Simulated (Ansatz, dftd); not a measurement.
Reaction: H2BSO (SMILES O[B]S, doublet) → H2BSO (SMILES [O]BS, doublet)
Each species at its own B3LYP-D3(BJ)/def2-TZVP minimum (Ansatz, a first-principles code), one conformer.

Wanted: isomerisation energy (electronic), in kJ/mol. Radicals and triplets start from unrestricted determinants; spin-orbit coupling is neglected. Correlated methods leave the cores frozen. Rows without X2C or -DK are non-relativistic. CBS(X,Y): correlation extrapolated as X^-3, Hartree-Fock from the larger set. A bracket is a step between two methods taken in the basis named. The functionals are non-relativistic, so their misses hold any scalar relativity. Double hybrids freeze cores in their MP2 part. 'core' is core correlation in cc-pwCVTZ (1s frozen past Ne), 'X2C' scalar relativity in cc-pVTZ-DK, both at CCSD(T).

| level | program | isomerisation energy (kJ/mol) |
|---|---|---|
| HF/cc-pV(T+d)Z | Ansatz | -15.3 |
| PBE-D3(BJ)/def2-TZVPD | Ansatz + dftd3 | 4.3 |
| PBE/def2-TZVPD | Ansatz | 4.3 |
| r2SCAN/def2-TZVPD | Ansatz | 9.0 |
| B3LYP/def2-TZVPD | Ansatz | ? |
| r2SCANh/def2-TZVPD | Ansatz | 11.8 |
| CAM-B3LYP/def2-TZVPD | Ansatz | 8.9 |
| B2GP-PLYP/def2-TZVPD | Ansatz | 21.3 |
| MP2/cc-pV(D+d)Z | Ansatz | 40.8 |
| MP2/cc-pV(Q+d)Z | Ansatz | 61.6 |
| CCSD/cc-pV(Q+d)Z | Ansatz | ? |
| CCSDT(Q)/cc-pV(D+d)Z | Ansatz | ? |
| CCSD(T)/CBS(cc-pV(T+d)Z,cc-pV(Q+d)Z) + [CCSDT(Q) - CCSD(T)]/cc-pV(D+d)Z + core + X2C | Ansatz | ? |

**Question.** Some entries are withheld; supply them.

**Answer.** 
- B3LYP/def2-TZVPD, isomerisation energy (kJ/mol): 1.0
- CCSD/cc-pV(Q+d)Z, isomerisation energy (kJ/mol): 20.5
- CCSDT(Q)/cc-pV(D+d)Z, isomerisation energy (kJ/mol): 0.5
- CCSD(T)/CBS(cc-pV(T+d)Z,cc-pV(Q+d)Z) + [CCSDT(Q) - CCSD(T)]/cc-pV(D+d)Z + core + X2C, isomerisation energy (kJ/mol): 21.7
